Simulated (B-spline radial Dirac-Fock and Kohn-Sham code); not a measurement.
**X-ray lines that fill the L1 vacancy in Ti⁺**

System: titanium as Ti⁺ in the configuration 1s2 2s2 2p6 3s2 3p6 3d2 4s1.

The computed values come from a radial atomic solver: one-electron (LDA, Dirac) transition rates at Dirac-Fock energies.

| line | multipole | energy (eV) | rate (s⁻¹) | share (%) |
| --- | --- | --- | --- | --- |
| L1-L2 | E1 | 101.7 | 3.22e+10 | 1.76 |
| L1-L3 | E1 | 107.3 | 7.65e+10 | 4.18 |
| L1-M2 | E1 | 528.6 | 5.93e+11 | 32.4 |
| L1-M3 | E1 | 529.3 | 1.13e+12 | 61.7 |

The listed lines hold 100.0 % of the radiative rate. The radiative width is 0.00121 eV in the length form and 0.00116 eV in the velocity form; the two differ because the transition energies are not eigenvalue differences of the potential that gave the orbitals.
